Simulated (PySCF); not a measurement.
# C$_{6}$H$_{4}$F$_{2}$: calculation and literature

Cartesian coordinates in Å; atom numbers follow the order of the lines, from 1:
```xyz
12

F    -2.1687    0.1131   -1.6192
C    -1.1018    0.0578   -0.8226
C    -0.6976    1.2035   -0.1470
C     0.4179    1.1448    0.6852
C     1.1014   -0.0580    0.8220
F     2.1678   -0.1115    1.6193
C     0.6981   -1.2045    0.1469
C    -0.4176   -1.1446   -0.6850
H    -1.2597    2.1297   -0.2784
H     0.7656    2.0235    1.2312
H     1.2601   -2.1307    0.2785
H    -0.7655   -2.0231   -1.2309
```

Averaged over atoms made equivalent by symmetry, fast rotation or ring inversion, in vacuum, single conformer, no relativistic terms. σ from GIAO-PBE0/pcSseg-1; B3LYP/pcJ-1 coupling constants (spin–dipole term only in couplings to heteroatoms); geometry: PBE0-D3(BJ)/def2-SVP; PySCF.

Reference values: measured (G. Saielli, R. Bini, A. Bagno, Computational 19F NMR. 2. Organic compounds, RSC Adv. 2014, ESI (exp. from Berger-Braun-Kalinowski 1994 and Everett 1995)).
```csv
atoms,quantity,reference,computed,"computed, scaled"
F1/F6,δ ¹⁹F vs CFCl3,-120.1,-118.5,-121.2
```

Computed shifts are σ(ref) − σ with the named reference compound (TMS for H and C) calculated as an isolated molecule at the same level. The measured values may be among those fitted. Shieldings were converted by a linear fit to measured shifts: ¹⁹F: δ = 150.53 − 0.919σ +17.7 on sp3 carbon (rms 6.8 ppm, 22 shifts vs CFCl3, solution or neat liquid). A few per cent of atoms miss by over 2 rms, more outside the fitted compound classes.

Coupling constants in Hz (some tables give magnitudes without signs):
| coupling | reference | computed | source |
| --- | --- | --- | --- |
| ¹J(C2,F1) | 242.0 | -312.0 | measured; liquid or solution; F. J. Weigert, PhD thesis, Caltech 1968 (Carbon-13 magnetic resonance spectroscopy) |
| ²J(C3,F1) | 24.3 | 21.6 | measured; liquid or solution; F. J. Weigert, PhD thesis, Caltech 1968 (Carbon-13 magnetic resonance spectroscopy) |
| ³J(C4,F1) | 8.5 | 5.2 | measured; liquid or solution; F. J. Weigert, PhD thesis, Caltech 1968 (Carbon-13 magnetic resonance spectroscopy) |
| ⁴J(C5,F1) | 3.8 | 5.6 | measured; liquid or solution; F. J. Weigert, PhD thesis, Caltech 1968 (Carbon-13 magnetic resonance spectroscopy) |
| ⁵J(F1,F6) | 17.5 | 25.1 | measured; liquid or solution; F. J. Weigert, PhD thesis, Caltech 1968 (Carbon-13 magnetic resonance spectroscopy) |

6 of the 13 published NMR values on file for this molecule are compared. The rest: values whose atom or origin is in doubt.
